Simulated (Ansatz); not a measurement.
Reaction (redistribution): `CN[Si](F)(F)NC` + `C[O][SnH]([F])[Cl]` → `CN[Si](F)(F)F` + `C[NH][SnH]([Cl])[O]C`

Isolated molecules relaxed with PBE0-D4/def2-TZVP in Ansatz; ΔE leaves out vibrations. CCSD(T)/CBS is the MP2 limit (def2-TZVPP, def2-QZVPP) plus CCSD(T) − MP2 in def2-TZVPP, frozen cores. Functionals use def2-TZVPP. B3LYP here is the variant with VWN-RPA as its local correlation; programs differ in this. def2 core potentials past Kr. For Sn outer-core shells are correlated without core-valence functions, which leaves a few kJ/mol of doubt a bond. Each species was taken in one conformer, which may not be the lowest.

`CN[Si](F)(F)NC`:

```xyz
15

C    -1.575   -1.759   -0.634
N    -0.458   -1.081   -0.006
Si   -0.489    0.403    0.788
F    -1.671    1.221    0.100
F    -0.897    0.377    2.328
N     1.031    1.125    0.761
C     1.847    1.346   -0.414
H    -2.372   -1.041   -0.828
H    -1.988   -2.558   -0.009
H    -1.282   -2.192   -1.594
H     0.344   -1.670    0.152
H     1.315    1.652    1.571
H     1.798    2.379   -0.775
H     1.502    0.697   -1.221
H     2.896    1.100   -0.221
```

`C[O][SnH]([F])[Cl]`:

```xyz
9

C    -1.374    0.406    0.407
O    -0.524    0.414   -0.725
Sn    1.277   -0.276   -0.632
F     2.200    0.798    0.650
Cl    1.222   -2.372    0.325
H    -2.354    0.761    0.080
H    -1.008    1.072    1.195
H    -1.495   -0.600    0.825
H     2.057   -0.201   -2.125
```

`CN[Si](F)(F)F`:

Cartesian coordinates in Å:
```
C -1.172 -0.516 0.615
N -0.310 0.528 0.093
Si 1.201 0.300 -0.579
F 2.101 -0.611 0.342
F 1.886 1.704 -0.780
F 1.217 -0.421 -1.985
H -1.593 -0.228 1.582
H -0.593 -1.427 0.776
H -1.994 -0.759 -0.065
H -0.744 1.431 0.003
```

`C[NH][SnH]([Cl])[O]C`:

```xyz
14

C     2.268    0.250    0.647
N     1.048   -0.486    0.362
Sn   -0.743    0.135    1.009
Cl   -0.645    2.446    0.754
O    -2.046   -0.598   -0.237
C    -1.900   -0.386   -1.624
H     2.672    0.087    1.656
H     3.045   -0.025   -0.074
H     2.087    1.320    0.531
H     1.176   -1.485    0.443
H    -1.339   -0.244    2.555
H    -2.130    0.649   -1.901
H    -2.606   -1.042   -2.141
H    -0.889   -0.621   -1.979
```

| level | ΔE (kJ/mol) |
| --- | --- |
| B3LYP-D4 | -9.8 |
| B3LYP | -9.3 |
| HF/def2-TZVPP | -16.6 |
| CCSD/def2-TZVPP | -23.4 |
| CCSD(T)/def2-TZVPP | -23.6 |
| SCS-MP2/def2-QZVPP | -22.1 |
| HF/CBS(def2) | -15.6 |
| MP2/CBS(def2) | -24.2 |

Task: What does CCSD(T)/CBS give? (An estimate is asked.)

Result: Computed: -21.0 kJ/mol. The listed levels differ from it by 11.2, 11.7, 4.4, -2.4, -2.6, -1.1, 5.4, -3.2 kJ/mol.

Largest T1 diagnostic among the species: 0.014.

From PBE to PBE0 (25 % exact exchange), in def2-TZVPP and without D4, ΔE moves by −4.6 kJ/mol. In def2-TZVPP, CCSD(T) changes the Hartree–Fock value by −7.0 kJ/mol (the triples alone add −0.2 kJ/mol) and MP2 by −10.1 kJ/mol.
